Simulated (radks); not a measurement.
Ionisation of neutral copper, [Ar] 3d10 4s1, to [Ar] 3d10 as the strength of local exchange is varied. Calculated with a radial shooting solver on a logarithmic mesh with Libxc functionals: non-relativistic Kohn-Sham, Slater X-alpha exchange (alpha = 2/3 is LDA exchange), no correlation, spin-polarised, spherical densities, point nucleus; open shells are filled with parallel spins first.

alpha	E(Cu) (hartree)	exchange (hartree)	IE (eV)	-e of the level emptied (eV)	<r> of it (bohr)
0.667	-1635.27008	-61.78997	7.577	4.324 (4s)	3.012
0.834	-1650.82352	-78.08668	8.573	5.336 (4s)	2.879
0.883	-1655.41844	-82.93013	8.877	5.652 (4s)	2.841
0.904	-1657.39203	-85.01443	9.009	5.790 (4s)	2.826
1.031	-1669.38291	-97.72806	9.828	6.655 (4s)	2.734

NIST Atomic Spectra Database: 7.726 eV (measured). The Delta-SCF value meets it near alpha = 0.69.
